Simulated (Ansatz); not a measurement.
Geometry optimisation, RKS B3LYP-D4/def2-SVP in Ansatz 0.2.0.

The input (input.yaml):

```yaml
crystal:
  periodic: [false, false, false]
  atoms:
    - { symbol: B, position_ang: [0.049705, 0.475168, -0.393482] }
    - { symbol: O, position_ang: [-0.009922, -0.148566, 2.13068] }
    - { symbol: H, position_ang: [-0.955356, -0.355527, 2.174018] }
    - { symbol: H, position_ang: [1.059872, -0.114632, -0.647414] }
    - { symbol: F, position_ang: [-1.136021, -0.046184, -0.607662] }
    - { symbol: Cl, position_ang: [0.105985, 2.242137, 0.076698] }
    - { symbol: H, position_ang: [0.013338, 0.832304, 2.226661] }
basis:
  gaussian: { orbitals: def2-SVP }
hamiltonian:
  xc: b3lyp
  dispersion: d4
relax:
  f_tol: 0.03
  max_steps: 50
```

Run as:

```bash
$ ansatz run input.yaml --threads 1 --pin off --max-ram 2048MiB --backend cpu --events-out ev --progress --plain --runs-dir out
```

Task: Where does it end, and by what steps?

Result: It converged. After 9 steps the energy has fallen by 0.290 eV; O2 moved furthest, 0.48 Å. Joined: B1–O2 (2.60 → 1.72 Å).

```csv
step,energy less start (eV),largest force component (eV/Å),accepted
0,0.0000,0.820,yes
1,-0.0357,1.631,yes
2,-0.1661,1.024,yes
3,-0.2322,1.153,yes
4,-0.2808,0.206,yes
5,-0.2860,0.096,yes
6,-0.2878,0.112,yes
7,-0.2893,0.068,yes
8,-0.2893,0.047,yes
9,-0.2897,0.018,yes
```

```xyz
7
Properties=species:S:1:pos:R:3
B 0.028 0.404 0.006
O 0.016 0.012 1.683
H -0.832 -0.440 1.841
H 0.994 -0.167 -0.429
F -1.198 -0.049 -0.368
Cl 0.160 2.243 0.100
H -0.042 0.880 2.126
```

Whether the end is a true minimum wasn't checked by a vibrational analysis.

Run time: 34 s on 1 thread of Arm Neoverse V1, on a shared host, peak memory 0.16 GiB.
